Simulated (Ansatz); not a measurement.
Two isomers of C2H8GeSi: A = `[SiH3][CH]1[CH2][GeH2]1`, B = `C=C[SiH2][GeH3]`.

Gas-phase electronic energies from Ansatz, PBE0-D4/def2-TZVP geometries. CCSD(T)/CBS is the MP2 limit (def2-TZVPP, def2-QZVPP) plus CCSD(T) − MP2 in def2-TZVPP, frozen cores. Functionals use def2-TZVPP. B3LYP here is the variant with VWN-RPA as its local correlation; programs differ in this. For Ge outer-core shells are correlated without core-valence functions, which leaves a few kJ/mol of doubt a bond. Scalar relativity is left out up to krypton. Each species was taken in one conformer, which may not be the lowest.

A:

```xyz
12

Si   -0.960   -1.305   -0.629
C    -0.047    0.301   -0.567
C     1.369    0.356    0.019
Ge    0.069    1.258    1.134
H    -2.412   -1.076   -0.854
H    -0.455   -2.206   -1.705
H    -0.777   -2.012    0.670
H    -0.213    0.958   -1.417
H     1.788   -0.574    0.390
H     2.094    0.966   -0.509
H    -0.450    0.556    2.381
H    -0.005    2.778    1.087
```

B:

```xyz
12

C    -0.2252   -0.8035   -2.2076
C    -0.7876   -0.2734   -1.1246
Si   -0.2485   -0.6786    0.6089
Ge    0.7039    1.2357    1.6594
H    -0.5421   -0.5373   -3.2121
H     0.5789   -1.5307   -2.1363
H    -1.5886    0.4515   -1.2629
H     0.7584   -1.7738    0.5561
H    -1.4087   -1.1287    1.4277
H    -0.2984    2.4043    1.6637
H     1.0921    0.9381    3.1186
H     1.9659    1.6964    0.9093
```

**Question.** Which is lower in electronic energy at CCSD(T)/CBS, and by how much? (Best estimate.)

**Answer.** Computed: B, by 11.9 kcal/mol.

**Question.** Give E(B) − E(A) in kcal/mol with B3LYP-D4, CCSD/def2-TZVPP, ωB97M-V, r2SCAN-D4, HF/def2-TZVPP, MP2/def2-TZVPP, PBE0-D4. (Best estimate.)

**Answer.** The calculation gave: B3LYP-D4 -17.0, CCSD/def2-TZVPP -13.9, ωB97M-V -13.1, r2SCAN-D4 -13.2, HF/def2-TZVPP -21.5, MP2/def2-TZVPP -8.6, PBE0-D4 -12.6. None reverses the order clearly.

Largest T1 diagnostic: 0.012.

The D4 term adds +0.7 kcal/mol with B3LYP and +0.3 kcal/mol with PBE0; it sums over pairs of atoms, weighted by their polarisabilities, and B3LYP, whose exchange is more repulsive, gets the larger term. In def2-TZVPP, CCSD(T) changes the Hartree–Fock value by +8.4 kcal/mol (the triples alone add +0.8 kcal/mol) and MP2 by +12.9 kcal/mol.
